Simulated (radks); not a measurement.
Values are calculated unless marked as measured or tabulated.
Problem. The mean radii <r> (bohr) of the occupied orbitals of an atom or ion are listed with their occupations. Code: a radial shooting solver on a logarithmic mesh with Libxc functionals. Model: scalar-relativistic Kohn-Sham, r2SCAN, spin-polarised, spherical densities, finite nucleus; meta-GGA in the generalised Kohn-Sham scheme; Fermi nuclear charge, rms radius of each element as measured or else 0.836 A^(1/3) + 0.57 fm.

orbital  occ.     <r>
1s up       1  0.1036
1s down     1  0.1034
2s up       1  0.5039
2s down     1  0.5068
2p up       3  0.4642
2p down     2  0.4688
3s up       1   1.692
3s down     1   1.731
3p up       3   1.899

Name the element and its charge. Open shells, if any, are filled with parallel spins first.

Solution. Z = 15, phosphorus, charge +1: P+ in [He] 2s2 2p5 3s2 3p3. The 1s radius gives Z: for a bare nucleus <r> = (2 gamma + 1)/(2Z) with gamma = sqrt(1 - (Z/c)^2), 0.0996 bohr for Z = 15, and screening makes it slightly larger (0.1036 here). The occupations add up to 14, and the charge is Z minus that.
